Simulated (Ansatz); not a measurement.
Isolated molecules relaxed with PBE0-D4/def2-TZVP in Ansatz; ΔE leaves out vibrations. CCSD(T)/CBS adds triple-zeta CCSD(T) − MP2 to the extrapolated MP2 energy (def2 sets, frozen cores). This one scheme is used for every species. DFT in def2-TZVPP. def2 core potentials past Kr. For Sn outer-core shells are correlated without core-valence functions, which leaves a few kJ/mol of doubt a bond. One conformer a species, not always the lowest.

Consider the formal hydrolysis of the Sn–Si bond: `[BH2][SnH2][SiH3]` + H₂O → `[BH2][SnH2][OH]` + SiH₄.

**Question.** Is it downhill or uphill in electronic energy at CCSD(T)/CBS, and by how much? (An estimate is asked.)

**Answer.** Ansatz gave: Uphill: ΔE = +4.6 kcal/mol.

**Question.** What do these levels give: PBE0-D4, r2SCAN0, CCSD(T)/def2-SVP, SCS-MP2/def2-TZVPP, CCSD/def2-TZVPP, MP2/CBS(def2)? (Estimate.)

**Answer.** The calculation gave: PBE0-D4 7.2, r2SCAN0 5.4, CCSD(T)/def2-SVP 3.5, SCS-MP2/def2-TZVPP 1.9, CCSD/def2-TZVPP 3.8, MP2/CBS(def2) 4.8 kcal/mol.

Largest T1 diagnostic among the species: 0.014.

At CCSD(T), def2-SVP lies −1.1 kcal/mol from the extrapolated value and def2-TZVPP −0.6 kcal/mol. Leaving LDA and LC-ωPBE aside and taking each functional with its dispersion term where it has one, the values, not all of them listed here, spread over 5.4 kcal/mol, from B97M-V to HSE06-D4. LDA lies +2.3 kcal/mol from PBE without D4.
